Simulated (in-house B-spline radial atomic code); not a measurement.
**Binding energies in Xe⁵⁺**

NIST's tabulated ground configuration is [Kr] 4d10 5s2 5p1; each binding energy is the energy of the ion with one electron taken from that subshell, relaxed, less that of the parent. Level of theory: Dirac-Hartree-Fock, average of configuration, Fermi nucleus of rms radius 4.7859 fm; calculated with a B-spline radial code for spherical atoms. Energies include first-order Breit, QED and recoil terms.

```
subshell  X-ray name  binding energy (eV)  -ε (eV)  relaxation (eV)
      1s           K                34630  34818.7             65.2
      3s          M1               1216.4   1232.0             13.4
   3d3/2          M4                754.2    769.8             15.0
   3d5/2          M5                741.5    756.6             14.8
      4s          N1                286.2    290.1              3.5
   4d3/2          N4                131.5    134.1              2.6
   4d5/2          N5                129.5    132.0              2.6
      5s          O1                 77.8    78.17             0.30
      5p        O2,3                64.43    64.65             0.19
```

Relaxation = -ε minus the binding energy without Breit, QED and recoil terms.

(1) What does it cost to remove both a 1s and a 5p electron?

(2) What does it cost to remove both a 3s and a 5p electron?

(3) What does it cost to remove both a 4d5/2 and a 4d3/2 electron?

Answers

(1) 34711 eV, which is 16.23 eV more than the two single binding energies together.

(2) 1296.4 eV, which is 15.64 eV more than the two single binding energies together.

(3) 284.08 eV, which is 23.13 eV more than the two single binding energies together.
